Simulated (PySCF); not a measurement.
**Spinor energies of Ho⁶¹⁺ (holmium, charge +61)**

Start: [He] 2s2 2p2; 2p1/2 filled at m_j = -1/2, +1/2. Calculated with PySCF 2.14 in an uncontracted even-tempered set (17 s from 44 bohr⁻², ratio 2.4; 13 p from 57 bohr⁻², ratio 2.4; 5 d from 190 bohr⁻², ratio 2.6; 4 f from 280 bohr⁻², ratio 2.6): generalised Hartree-Fock with the X2C-1e Hamiltonian and a Gaussian nucleus; one run each with spin-orbit coupling (SO) switched off, then screened by Boettger's factors.

```tsv
spinor shell	electrons	ε, spin-free (eV)	ε, screened SO (eV)	weight of nominal j (screened SO)	rms radius, screened SO (bohr)
1s1/2	2	-62243.2	-62193.1	1.000	0.0235
2s1/2	2	-14907.6	-14892.2	1.000	0.0916
2p1/2	2	-14046.1	-14661.9	1.000	0.0775
```

```tsv
quantity	spin-free	screened SO
E (hartree)	-6937.01918	-6984.14295
M_J	0	0
⟨J²⟩	2.000	0.000
⟨L²⟩	2.000	1.333
⟨S²⟩	2.000	1.333
```

Breit and QED terms are absent; they matter most for the inner s and p1/2 levels.

Densities and radii are taken from the X2C orbitals without a picture-change correction, which distorts them close to the nucleus.

Without spin-orbit coupling the j labels of p, d and f shells carry no meaning; the spin-free column gives the mean over the occupied spinors of each nl shell.
